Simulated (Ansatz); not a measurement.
Start from `F[SiH](F)Cl` and change one atom or group to get `F[SiH](F)S`.

Ansatz, PBE0-D4/def2-TZVP geometries, multiplicity 1. Each molecule was computed in one conformer, which needn't be the lowest.

| property | `F[SiH](F)Cl` |
| --- | --- |
| LUMO energy (PBE0/def2-TZVPP) / eV | 0.59 |
| HOMO–LUMO gap (PBE/def2-TZVPP) / eV | 8.23 |
| zero-point energy (PBE0-D4/def2-TZVP) / kJ/mol | 43.8 |
| HOMO–LUMO gap (PBE0/def2-TZVPP) / eV | 10.60 |
| HOMO energy (PBE/def2-TZVPP) / eV | -8.55 |
| LUMO energy (ωB97M-V/def2-TZVPP) / eV | 2.40 |

(1) What does the change do to each property? (An estimate is asked.)

Results:

(1) The calculation gave: 
| property | `F[SiH](F)S` | shift |
| --- | --- | --- |
| LUMO energy (PBE0/def2-TZVPP) / eV | -0.07 | -0.66 |
| HOMO–LUMO gap (PBE/def2-TZVPP) / eV | 5.96 | -2.27 |
| zero-point energy (PBE0-D4/def2-TZVP) / kJ/mol | 64.3 | 20.5 |
| HOMO–LUMO gap (PBE0/def2-TZVPP) / eV | 8.21 | -2.39 |
| HOMO energy (PBE/def2-TZVPP) / eV | -6.99 | 1.56 |
| LUMO energy (ωB97M-V/def2-TZVPP) / eV | 1.85 | -0.55 |

With PBE0 the HOMO rises by 1.72 eV and the LUMO falls by 0.66 eV, so the gap narrows by about 2.38 eV. PBE moves the HOMO by 1.56 eV and ωB97M-V by 1.79 eV. The zero-point energy changes by 20.5 kJ/mol with +3 modes.
